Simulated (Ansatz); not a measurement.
Reaction (ligand exchange at the Si–C bond): `[SiH3]/C=C\CCl` + `C=C[SiH2]O` → `C=C[SiH2]O[SiH3]` + `C=CCCl`

Computed with Ansatz on PBE0-D4/def2-TZVP structures; ΔE is electronic, products minus reactants. CBS: MP2 limit from def2 TZ/QZ plus the TZ coupled-cluster correction, frozen cores. Functionals use def2-TZVPP. Each species was taken in one conformer, which may not be the lowest.

(1) Is it downhill or uphill in electronic energy at CCSD(T)/CBS, and by how much? (Estimate.)

(2) What do these levels give: B97M-V, BHLYP-D4, BLYP, MP2/def2-TZVPP, SCS-MP2/def2-QZVPP, HF/CBS(def2)? (Estimate.)

(3) What do rigid-rotor, harmonic-oscillator terms from PBE0-D4/def2-TZVP frequencies (298.15 K, 1 bar) make of the CCSD(T)/CBS value? (An estimate is asked.)

Largest T1 diagnostic among the species: 0.011.

Results:

(1) Computed: Downhill: ΔE = -26.6 kcal/mol.

(2) The calculation gave: B97M-V -26.6, BHLYP-D4 -29.2, BLYP -25.8, MP2/def2-TZVPP -26.5, SCS-MP2/def2-QZVPP -27.9, HF/CBS(def2) -32.8 kcal/mol.

(3) Computed: ΔZPE = +0.5 kcal/mol, ΔH = -26.0 kcal/mol, ΔS = 10 J/(mol·K), ΔG = -26.7 kcal/mol. Modes under 50 cm⁻¹ make the entropy rough.

Leaving LDA and LC-ωPBE aside and taking each functional with its dispersion term where it has one, the values, not all of them listed here, spread over 7.0 kcal/mol, from BHLYP-D4 to revPBE-D4. In def2-TZVPP, CCSD(T) changes the Hartree–Fock value by +5.8 kcal/mol (the triples alone add +1.0 kcal/mol) and MP2 by +5.7 kcal/mol. From PBE to PBE0 (25 % exact exchange), in def2-TZVPP and without D4, ΔE moves by −1.7 kcal/mol.
